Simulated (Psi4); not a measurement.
I₃In, charge +1, doublet, geometry from GFN2-xTB (such geometries of metal compounds can be far from the true shape) (a state made from the parent by changing its charge; the spin is typed, not shown lowest) (core potentials on I, In). Base run: B3LYP/def2-SV(P) (Psi4).

Psi4 was given this input:
```
memory 2 GB

molecule {
1 2
In   -0.00000000    0.00000000    0.00000000
I     2.59339744   -0.42076413   -0.82340452
I    -0.95084291   -1.26327639    2.25405818
I    -1.64255453    1.68404052   -1.43065366
}

set {
  basis def2-sv(p)
  reference uks
}

energy('b3lyp')
print_variables()
```

The base run was repeated with changes; each row names its change, and settings that it needs were set with it.

```
change                                            ΔE vs base (mEh)  point group used  SCF cycles
------------------------------------------------  ----------------  ----------------  ----------
base                                                         0.000               c2v          43
symmetry = c2                                                0.000                c2          42
jitter_ang = 0.002                                          -0.065                c1          20
molecule keys = symmetry c1                                  0.058                c1          30
molecule keys = symmetry c1, no_reorient, no_com             0.058                c1          20
molecule keys = no_reorient                                  0.058                c1          18
symmetry = cs                                                0.058                cs          14
```

Open shells are given as the SCF converged; they aren't shown to be the lowest states, and a large step between rows can be another state.
